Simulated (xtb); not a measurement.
C5H13O2Si, doublet, from a rough starting geometry; GFN2-xTB run with xtb 6.7.1.

Here is a job for xtb.
```
$ xtb mol.xyz --gfn 2 --uhf 1 --opt vtight --json

# file mol.xyz
21

C     -0.52870221     1.82655776    -1.95569598
Si    -0.10705975     1.22135755    -0.30371761
O     -0.96705480    -0.17334243     0.12567565
C     -2.37064511    -0.17830273     0.32540436
C     -2.66542558    -1.44271780     1.13257544
O      1.44507042     0.69913653    -0.35634436
C      2.20367447    -0.08445091     0.49046671
C      3.35059991    -0.70839926    -0.25716147
H     -1.47806920     1.81835875    -2.38068274
H      0.19898510     2.45939238    -2.52544962
H     -0.28507543     2.23334141     0.76562746
H     -2.78079488     0.64315394     0.83287198
H     -2.88391575    -0.21252672    -0.65121902
H     -2.29360420    -2.29210737     0.61377695
H     -2.21176264    -1.47114490     2.10221257
H     -3.75184642    -1.52617784     1.30560085
H      1.52764420    -0.80087923     0.94385308
H      2.57011463     0.59958480     1.23007204
H      3.95862009     0.05784271    -0.66079515
H      3.01502950    -1.32716542    -1.04996484
H      3.90151001    -1.32812855     0.41751087
```

The log (banner, timings and long lists left out):

```
   ID    Z sym.   atoms
    1    6 C      1, 4, 5, 7, 8
    2   14 Si     2
    3    8 O      3, 6
    4    1 H      9-21

           -------------------------------------------------
          |                Calculation Setup                |
           -------------------------------------------------

           -------------------------------------------------
          |                 G F N 2 - x T B                 |
           -------------------------------------------------

          ...................................................
          :                      SETUP                      :
          :.................................................:
          :  # basis functions                  51          :
          :  # atomic orbitals                  50          :
          :  # shells                           30          :
          :  # electrons                        49          :
          :  max. iterations                   250          :
          :  Hamiltonian                  GFN2-xTB          :
          :  restarted?                      false          :
          :  GBSA solvation                  false          :
          :  PC potential                    false          :
          :  electronic temp.          300.0000000     K    :
          :  accuracy                    1.0000000          :
          :  -> integral cutoff          0.2500000E+02      :
          :  -> integral neglect         0.1000000E-07      :
          :  -> SCF convergence          0.1000000E-05 Eh   :
          :  -> wf. convergence          0.1000000E-03 e    :
          :  Broyden damping             0.4000000          :
          :  net charge                          0          :
          :  unpaired electrons                  1          :
          ...................................................

 iter      E             dE          RMSdq      gap      omega  full diag
   1    -27.4137831 -0.274138E+02  0.625E+00    5.82       0.0  T
   2    -27.5062400 -0.924569E-01  0.369E+00    5.39       1.0  T
   3    -27.5049878  0.125222E-02  0.160E+00    6.05       1.0  T
   4    -27.5072848 -0.229694E-02  0.743E-01    5.26       1.0  T
   5    -27.5121589 -0.487414E-02  0.304E-01    5.67       1.0  T
   6    -27.5123081 -0.149229E-03  0.918E-02    5.64       1.0  T
   7    -27.5123165 -0.837889E-05  0.437E-02    5.65       1.0  T
   8    -27.5123214 -0.490124E-05  0.931E-03    5.64       2.3  T
   9    -27.5123215 -0.571652E-07  0.381E-03    5.64       5.7  T
  10    -27.5123215 -0.110866E-07  0.129E-03    5.64      16.9  T
  11    -27.5123215 -0.371430E-08  0.602E-04    5.64      36.2  T
  12    -27.5123215 -0.141904E-08  0.285E-04    5.64      76.5  T

   *** convergence criteria satisfied after 12 iterations ***

         :::::::::::::::::::::::::::::::::::::::::::::::::::::
         ::                     SUMMARY                     ::
         :::::::::::::::::::::::::::::::::::::::::::::::::::::
         :: total energy             -27.185766033866 Eh    ::
         :: gradient norm              0.120599600701 Eh/a0 ::
         :: HOMO-LUMO gap              5.644008364664 eV    ::
         ::.................................................::
         :: SCC energy               -27.512257449231 Eh    ::
         :: -> isotropic ES            0.059256874036 Eh    ::
         :: -> anisotropic ES          0.004408281107 Eh    ::
         :: -> anisotropic XC          0.005065492488 Eh    ::
         :: -> dispersion             -0.012828683711 Eh    ::
         :: repulsion energy           0.326491415365 Eh    ::
         :: add. restraining           0.000000000000 Eh    ::
         :: total charge              -0.000000000000 e     ::
         :::::::::::::::::::::::::::::::::::::::::::::::::::::

      -----------------------------------------------------------
     |                   =====================                   |
     |                        A N C O P T                        |
     |                   =====================                   |
     |               Approximate Normal Coordinate               |
     |                Rational Function Optimizer                |
      -----------------------------------------------------------
      -----------------------------------------------------------
     |                   =====================                   |
     |                        A N C O P T                        |
     |                   =====================                   |
     |               Approximate Normal Coordinate               |
     |                Rational Function Optimizer                |
      -----------------------------------------------------------

          ...................................................
          :                      SETUP                      :
          :.................................................:
          :   optimization level         verytight          :
          :   max. optcycles                   420          :
          :   ANC micro-cycles                  20          :
          :   degrees of freedom                57          :
          :.................................................:
          :   RF solver                   davidson          :
          :   write xtbopt.log                true          :
          :   linear?                        false          :
          :   energy convergence         0.1000000E-06 Eh   :
          :   grad. convergence          0.2000000E-03 Eh/α :
          :   maxmium RF displ.          1.0000000          :
          :   Hlow (freq-cutoff)         0.1000000E-01      :
          :   Hmax (freq-cutoff)         5.0000000          :
          :   S6 in model hess.         20.0000000          :
          ...................................................

generating ANC from exact Hessian ...
Using Lindh-Hessian (1995)
 Shifting diagonal of input Hessian by    8.4454748425221784E-003
[...]
 * total energy  :   -27.2009187 Eh     change       -0.8458716E-06 Eh
 * total energy  :   -27.2009195 Eh     change       -0.7788523E-06 Eh
 * total energy  :   -27.2009202 Eh     change       -0.7310841E-06 Eh
 * total energy  :   -27.2009209 Eh     change       -0.7256559E-06 Eh
 * total energy  :   -27.2009215 Eh     change       -0.5931683E-06 Eh
 * total energy  :   -27.2009220 Eh     change       -0.5049414E-06 Eh
 * total energy  :   -27.2009225 Eh     change       -0.4523739E-06 Eh
 * total energy  :   -27.2009229 Eh     change       -0.4291491E-06 Eh
 * total energy  :   -27.2009233 Eh     change       -0.3719994E-06 Eh
 * total energy  :   -27.2009235 Eh     change       -0.2738558E-06 Eh
 * total energy  :   -27.2009237 Eh     change       -0.1879913E-06 Eh
 * total energy  :   -27.2009238 Eh     change       -0.9582363E-07 Eh
   *** GEOMETRY OPTIMIZATION CONVERGED AFTER 43 ITERATIONS ***
         :: total energy             -27.200923827723 Eh    ::
[...]
        14        2.0000           -0.4894381             -13.3183
        15        2.0000           -0.4703462             -12.7988
        16        2.0000           -0.4671064             -12.7106
        17        2.0000           -0.4650112             -12.6536
        18        2.0000           -0.4602112             -12.5230
        19        2.0000           -0.4573959             -12.4464
        20        2.0000           -0.4357461             -11.8573
        21        2.0000           -0.4242434             -11.5443
        22        2.0000           -0.4217778             -11.4772
        23        2.0000           -0.4077560             -11.0956
        24        2.0000           -0.3960703             -10.7776
        25        1.0000           -0.3357754              -9.1369 (HOMO)
        26                         -0.1195985              -3.2544 (LUMO)
        27                         -0.1099511              -2.9919
        28                         -0.0684233              -1.8619
        29                          0.0155177               0.4223
        30                          0.0303164               0.8249
        31                          0.0726574               1.9771
        32                          0.1222598               3.3269
        33                          0.1279199               3.4809
        34                          0.1505619               4.0970
        35                          0.1605065               4.3676
        36                          0.1658038               4.5118
       ...                                ...                  ...
        50                          0.8388781              22.8270
      -------------------------------------------------------------
                  HL-Gap            0.2161769 Eh            5.8825 eV
             Fermi-level           -0.2968049 Eh           -8.0765 eV

     #   Z          covCN         q      C6AA      α(0)
     1   6 C        2.733    -0.174    32.509     9.335
     2  14 Si       3.450     0.551   101.741    19.656
     3   8 O        1.621    -0.362    20.145     6.058
     4   6 C        3.729     0.089    19.196     6.255
     5   6 C        3.751    -0.112    22.713     6.797
     6   8 O        1.621    -0.365    20.197     6.066
     7   6 C        3.733     0.090    19.179     6.251
     8   6 C        3.751    -0.114    22.738     6.800
     9   1 H        0.926     0.036     2.502     2.474
    10   1 H        0.926     0.057     2.232     2.336
    11   1 H        0.915    -0.079     4.885     3.457
    12   1 H        0.924     0.017     2.773     2.604
    13   1 H        0.924     0.022     2.700     2.570
    14   1 H        0.925     0.054     2.266     2.354
    15   1 H        0.925     0.051     2.303     2.373
    16   1 H        0.925     0.043     2.414     2.430
    17   1 H        0.924     0.028     2.620     2.531
    18   1 H        0.924     0.020     2.733     2.585
    19   1 H        0.925     0.051     2.303     2.373
    20   1 H        0.925     0.054     2.270     2.356
    21   1 H        0.925     0.042     2.419     2.432

 Mol. C6AA /au·bohr⁶  :       4048.835075
 Mol. C8AA /au·bohr⁸  :     105455.652911
 Mol. α(0) /au        :        100.093267

Wiberg/Mayer (AO) data.
largest (>0.10) Wiberg bond orders for each atom

 ---------------------------------------------------------------------------
     #   Z sym  total        # sym  WBO       # sym  WBO       # sym  WBO
 ---------------------------------------------------------------------------
     1   6 C    3.183 --     2 Si   1.044     9 H    0.998    10 H    0.992
     2  14 Si   4.182 --     3 O    1.133     6 O    1.130     1 C    1.044
                            11 H    0.859
     3   8 O    2.274 --     2 Si   1.133     4 C    0.988
     4   6 C    3.951 --     5 C    1.014     3 O    0.988    12 H    0.977
                            13 H    0.974
     5   6 C    3.994 --     4 C    1.014    15 H    0.986    14 H    0.986
                            16 H    0.985
     6   8 O    2.267 --     2 Si   1.130     7 C    0.983
     7   6 C    3.949 --     8 C    1.014     6 O    0.983    17 H    0.977
                            18 H    0.974
     8   6 C    3.995 --     7 C    1.014    19 H    0.986    20 H    0.986
                            21 H    0.985
     9   1 H    0.999 --     1 C    0.998
    10   1 H    0.997 --     1 C    0.992
    11   1 H    0.993 --     2 Si   0.859
    12   1 H    1.000 --     4 C    0.977
    13   1 H    1.000 --     4 C    0.974
    14   1 H    0.997 --     5 C    0.986
    15   1 H    0.997 --     5 C    0.986
    16   1 H    0.997 --     5 C    0.985
    17   1 H    0.999 --     7 C    0.977
    18   1 H    1.000 --     7 C    0.974
    19   1 H    0.997 --     8 C    0.986
    20   1 H    0.997 --     8 C    0.986
    21   1 H    0.998 --     8 C    0.985
 ---------------------------------------------------------------------------

Topologies differ in total number of bonds
Writing topology from bond orders to xtbtopo.mol

molecular dipole:
                 x           y           z       tot (Debye)
 q only:       -0.229      -0.026       0.252
   full:       -0.379      -0.098       0.282       1.227
molecular quadrupole (traceless):
                xx          xy          yy          xz          yz          zz
 q only:        4.063      -0.998      -1.264       0.215      -0.965      -2.799
  q+dip:        2.296      -1.142      -2.003       1.317      -0.054      -0.292
   full:        4.609      -1.456      -2.648       1.610      -1.138      -1.962

optimized geometry written to: xtbopt.xyz

           -------------------------------------------------
          | TOTAL ENERGY              -27.200923827723 Eh   |
          | GRADIENT NORM               0.000035949075 Eh/α |
          | HOMO-LUMO GAP               5.882473391261 eV   |
           -------------------------------------------------
```
